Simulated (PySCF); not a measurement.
Cd(NH2)(GeH3), SMILES [NH2][Cd][GeH3] (H₅CdGeN) at its PBE0/def2-SVP optimised geometry (Å):

```
8

Cd     0.2998    -0.3069     0.0000
N      2.3116    -0.2368    -0.1256
H      2.8011    -1.1234    -0.2279
H      2.8033     0.2951     0.5896
Ge    -2.2204    -0.3069     0.0000
H     -2.8033     1.1234     0.0000
H     -2.8031    -1.0247    -1.2373
H     -2.7963    -1.0221     1.2417
```

Method: PySCF with PBE0/def2-TZVP, def2 effective core potentials past Kr. The core electrons that the potentials of Cd replace are not part of the density.

Map of the electrostatic potential (hartree/e), clipped to [-0.08, 0.12] on the plane z = 1.0 Å:

```
|1111222222222222222222222222222|
|1111122222222222222222222222222|
|1111112222222222222222222222222|
|1111112222222222222222222222222|
|1111111222222222222222222222222|
|1111111122222222222222222222222|
|1111111122222222222222222222222|
|1111111112222222332222222222222|
|1111111112222233333322222222222|
|1111112222222333333332222222222|
|1111122222223344444333333322222|
|1111123333333455655433444432222|
|1111123455444568886544588643222|
|1111235799865699998644999953222|
|1111248999987899999744999953222|
|1112369999998999999733899953222|
|1112379999998999999722366532222|
|1112399999997999999610122222222|
|1112499999976799999510011222222|
|1111399998654689997310011222222|
|1111247864433456765311112222222|
|1111123333333345544321122222222|
|1111111222223334433322222222222|
|1111111122222333333222222222222|
|1111111122222233333222222222222|
|1111111222222222222222222222222|
|1111111222222222222222222222222|
|1111112222222222222222222222222|
|1111122222222222222222222222222|
|1111222222222222222222222222222|
|1122222222222222222222222222222|
```
Scale: ten equal steps from -0.031 (start of '0') to 0.120 (end of '9'), in the order '0123456789'; x runs from -5.00 to 5.00, y from -5.00 (bottom) to 5.00 (top).
